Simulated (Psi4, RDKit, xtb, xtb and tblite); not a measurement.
Torsional profile of SMILES F[Si](F)(F)/C=[CH]\[GeH3] (C₂H₅F₃GeSi). Scanned: dihedral F1–Si2–C5–C6; all other coordinates were relaxed at B3LYP-D3(BJ)/def2-SVP. Heavy atoms are numbered in the order of the SMILES F[Si](F)(F)/C=[CH]\[GeH3], hydrogens after them in the order of the atoms that carry them; the mirror image has the same energies with the sign of each dihedral reversed.

GFN1-xTB // B3LYP-D3(BJ)/def2-SVP (xtb); GFN2-xTB, on its own relaxed geometries (the stored frames are those of B3LYP-D3(BJ)/def2-SVP) (xtb and tblite); UFF // B3LYP-D3(BJ)/def2-SVP (RDKit); MP2/cc-pVTZ = DF-MP2 (frozen core)/cc-pVTZ // B3LYP-D3(BJ)/def2-SVP run with Psi4 1.11.

Energies relative to the lowest point of each profile, in kJ/mol; the last columns give the difference from MP2:

```tsv
φ / °	GFN1-xTB	GFN2-xTB	UFF	MP2/cc-pVTZ	GFN1-xTB − MP2/cc-pVTZ	GFN2-xTB − MP2/cc-pVTZ	UFF − MP2/cc-pVTZ
0	0.70	0.01	7.75	2.35	-1.65	-2.35	5.39
10	0.72	0.00	7.97	2.24	-1.52	-2.24	5.73
20	0.65	0.03	7.31	2.04	-1.39	-2.01	5.28
30	0.61	0.22	5.45	1.65	-1.04	-1.43	3.80
40	0.45	0.69	3.34	0.84	-0.39	-0.15	2.50
50	0.16	1.41	1.15	0.22	-0.06	1.19	0.93
60	0.00	1.63	0.00	0.00	0.00	1.63	0.00
70	0.43	1.33	0.72	0.50	-0.07	0.83	0.23
80	0.24	0.61	3.56	0.85	-0.61	-0.24	2.71
90	0.44	0.19	6.97	1.50	-1.06	-1.32	5.46
100	0.50	0.02	8.20	1.97	-1.47	-1.95	6.23
110	0.56	0.00	8.35	2.19	-1.64	-2.19	6.16
```

GFN1-xTB is furthest from MP2/cc-pVTZ at 0 (-1.65 kJ/mol, below); its mean absolute difference over the points is 0.91 kJ/mol.

GFN2-xTB is furthest from MP2/cc-pVTZ at 0 (-2.35 kJ/mol, below); its mean absolute difference over the points is 1.46 kJ/mol.

UFF is furthest from MP2/cc-pVTZ at 100 (6.23 kJ/mol, above); its mean absolute difference over the points is 3.70 kJ/mol.
